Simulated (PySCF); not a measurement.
Method: B3LYP-D3(BJ)/def2-TZVP // B3LYP-D3(BJ)/def2-SVP (PySCF 2.14.0). Gas-phase values, no solvent. B3LYP has the VWN-RPA correlation part, as in Gaussian. 

Reference species: [Al(H)3(NH3)] (neutral, multiplicity 1).

The S1 oscillator strength comes out as 0.003 and the dipole moment is 5.46 D.

Changed species: [Al(H)3(NCH)] (adduct with NCH; the reference has adduct with NH3).

Question: Give the shifts of the S1 oscillator strength and dipole moment.

Answer: the S1 oscillator strength hardly moves; the dipole moment rises by 1.06 D, to 6.52 D.
